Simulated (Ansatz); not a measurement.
Two members of one family ([LnCl6]3-), computed with Ansatz in the gas phase; def2 core potentials for Er, Tm, no spin–orbit coupling. HOMO and LUMO are taken over both spins. With an open 4f shell the SCF may have ended above the lowest state. Levels of anions in sets without diffuse functions are rough. The structures are stationary points that may keep the symmetry of their start. Remarks come from the PBE and PBE0 runs and from stability tests at other levels; not every state was tested. A HOMO above zero means that the electron is unbound at that level and held by the basis, or that self-interaction error raises the level; the energy of removing that electron tells which.

First: [ErCl6]3- (quartet, charge -3, PBE-D4/def2-SVP geometry).

```xyz
7

Er    0.001   -0.001   -0.001
Cl    2.021    1.550    0.887
Cl   -2.020   -1.550   -0.891
Cl    0.112   -1.492    2.244
Cl   -0.114    1.495   -2.242
Cl    1.755   -1.687   -1.164
Cl   -1.754    1.684    1.167
```

| level | HOMO (eV) | LUMO (eV) | gap (eV) |
| --- | --- | --- | --- |
| PBE-D4/def2-SVP | 5.57 | 6.48 | 0.91 |
| PBE-D4/def2-TZVP | 4.80 | 5.69 | 0.89 |
| r2SCAN-D4/def2-TZVP | 4.41 | 7.53 | 3.12 |
| PBE0-D4/def2-SVP | 4.12 | 10.06 | 5.93 |
| PBE0-D4/def2-TZVP | 3.41 | 9.27 | 5.87 |

Metal–donor distances: 6 × Cl 2.70 Å. Remarks: HOMO above zero at PBE or PBE0.

Second: [TmCl6]3- (triplet, charge -3, PBE-D4/def2-SVP geometry).

```xyz
7

Tm    0.000    0.000    0.000
Cl   -0.407   -2.322   -1.336
Cl    0.407    2.322    1.336
Cl   -1.828   -0.742    1.847
Cl    1.829    0.743   -1.847
Cl   -1.948    1.179   -1.456
Cl    1.948   -1.179    1.457
```

Estimate the same table for the second.


```
              level  HOMO (eV)  LUMO (eV)  gap (eV)
    PBE-D4/def2-SVP       5.64       6.20      0.56
   PBE-D4/def2-TZVP       4.81       5.39      0.58
r2SCAN-D4/def2-TZVP       4.41       5.92      1.51
   PBE0-D4/def2-SVP       4.16       8.90      4.74
  PBE0-D4/def2-TZVP       3.40       8.10      4.69
```

Metal–donor distances: 6 × Cl 2.70 to 2.71 Å. Remarks: HOMO above zero at PBE or PBE0.
